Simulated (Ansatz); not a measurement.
Reactions of CH5FOSi, SMILES `OC[SiH2]F`.

Calculated with Ansatz (gas phase, PBE0-D4/def2-TZVP geometries, no zero-point term in ΔE). CBS: MP2 limit from def2 TZ/QZ plus the TZ coupled-cluster correction, frozen cores. This one scheme is used for every species. DFT in def2-TZVPP. B3LYP here is the variant with VWN-RPA as its local correlation; programs differ in this. For Se outer-core shells are correlated without core-valence functions, which leaves a few kJ/mol of doubt a bond. Scalar relativity is left out up to krypton. Each species was taken in one conformer, which may not be the lowest.

| reaction | PBE-D4 (eV) | B2PLYP (eV) | B3LYP-D4 (eV) | CCSD(T)/CBS(def2) (eV) |
| --- | --- | --- | --- | --- |
| `OC[SiH2]F` → CH₃OH + `F[SiH]` | 1.96 | 1.89 | 1.89 | 1.96 |
| `OC[SiH2]F` → `C[SiH](O)F` | -2.28 | -2.44 | -2.38 | -2.46 |
| `OC[SiH2]F` → `CO[SiH2]F` | -1.18 | -1.36 | -1.33 | -1.33 |
| `OC[SiH2]F` + `CO[SiH2][SeH]` → `CO[SiH2]F` + `OC[SiH2][SeH]` | -0.17 | -0.19 | -0.19 | -0.20 |
| `OC[SiH2]F` + `CB[SiH2]O` → `OC[SiH2][SiH2]O` + `CBF` | -0.49 | -0.38 | -0.40 | -0.36 |
| `OC[SiH2]F` + `C=C=C=CF` → `OC[SiH](F)F` + `C=C=C=C` | -2.24 | -2.46 | -2.40 | -2.54 |
| `OC[SiH2]F` + `C=N` → `C=N[SiH2]F` + CH₃OH | -0.62 | -0.72 | -0.71 | -0.68 |
| `OC[SiH2]F` + `C[SeH]` → `C[Se]CO` + `F[SiH3]` | 0.10 | 0.10 | 0.11 | 0.10 |
| `OC[SiH2]F` + `C[SiH](F)F` → `C[Si](F)(F)CO` + `F[SiH3]` | -0.04 | -0.03 | -0.05 | -0.04 |
| `OC[SiH2]F` + `BN` → `BN[SiH2]CO` + H–F | 0.94 | 1.04 | 1.00 | 0.93 |

Largest T1 diagnostic: 0.015, for `F[SiH]`.
